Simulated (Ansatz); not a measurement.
Stepwise reaction of `[SiH3][SiH2][SiH2][GeH2][SiH2][SiH3]` with hydrogen, as a gas-phase model of exchange steps in deposition or etching. ΔE in kJ/mol.

Gas-phase electronic energies from Ansatz, PBE0-D4/def2-TZVP geometries. CBS: MP2 limit from def2 TZ/QZ plus the TZ coupled-cluster correction, frozen cores. This one scheme is used for every species. Functionals use def2-TZVPP. B3LYP here is the variant with VWN-RPA as its local correlation; programs differ in this. For Ge outer-core shells are correlated without core-valence functions, which leaves a few kJ/mol of doubt a bond. Scalar relativity is left out up to krypton. One conformer a species, not always the lowest.

```json
{"step": "1", "reaction": "`[SiH3][SiH2][SiH2][GeH2][SiH2][SiH3]` + H₂ → `[SiH3][SiH2][SiH2][GeH3]` + `[SiH3][SiH3]`", "PBE-D4": "23.6", "B3LYP-D4": "14.0", "ωB97M-V": "9.6", "CCSD(T)/CBS": "15.4"}
{"step": "2", "reaction": "`[SiH3][SiH2][SiH2][GeH3]` + H₂ → `[SiH3][GeH3]` + `[SiH3][SiH3]`", "PBE-D4": "8.9", "B3LYP-D4": "-5.6", "ωB97M-V": "-10.5", "CCSD(T)/CBS": "-3.7"}
```

**Question.** By hand: ΔE of the 2 steps together at CCSD(T)/CBS.

**Answer.** (15.4) + (-3.7) = 11.7 kJ/mol, or 5.8 kJ/mol a step.

In ΔE each step is lower than the one before. PBE-D4 differs from CCSD(T)/CBS by 8.2 to 12.6 kJ/mol a step. Isolated molecules leave out the surface, adducts and barriers. Largest T1 diagnostic: 0.013.
